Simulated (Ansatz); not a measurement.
`F/C=C(\[SiH3])CF` and `F/C=C\CF` differ in one atom or group (the configuration at the double bond changes too).

Ansatz, PBE0-D4/def2-TZVP geometries, multiplicity 1. Each molecule was computed in one conformer, which needn't be the lowest.

```
                                      property  `F/C=C(\[SiH3])CF`
           HOMO energy (B3LYP/def2-TZVPP) / eV               -7.42
           LUMO energy (B3LYP/def2-TZVPP) / eV               -0.67
          HOMO–LUMO gap (PBE0/def2-TZVPP) / eV                7.18
           HOMO–LUMO gap (PBE/def2-TZVPP) / eV                5.01
size of the dipole moment (PBE/def2-TZVPP) / D                1.07
             LUMO energy (PBE/def2-TZVPP) / eV               -1.39
```

(1) What does the change do to each property? (Best estimate.)

Results:

(1) Computed: 
```tsv
property	`F/C=C\CF`	shift
HOMO energy (B3LYP/def2-TZVPP) / eV	-7.67	-0.25
LUMO energy (B3LYP/def2-TZVPP) / eV	-0.41	0.26
HOMO–LUMO gap (PBE0/def2-TZVPP) / eV	7.75	0.57
HOMO–LUMO gap (PBE/def2-TZVPP) / eV	5.44	0.43
size of the dipole moment (PBE/def2-TZVPP) / D	1.77	0.70
LUMO energy (PBE/def2-TZVPP) / eV	-1.17	0.22
```

With PBE0 the HOMO falls by 0.25 eV and the LUMO rises by 0.31 eV, so the gap widens by about 0.56 eV. PBE moves the HOMO by -0.21 eV and ωB97M-V by -0.29 eV. Dipoles are sizes alone; their direction can turn.

B3LYP here is the variant with VWN-RPA as its local correlation; programs differ in this.
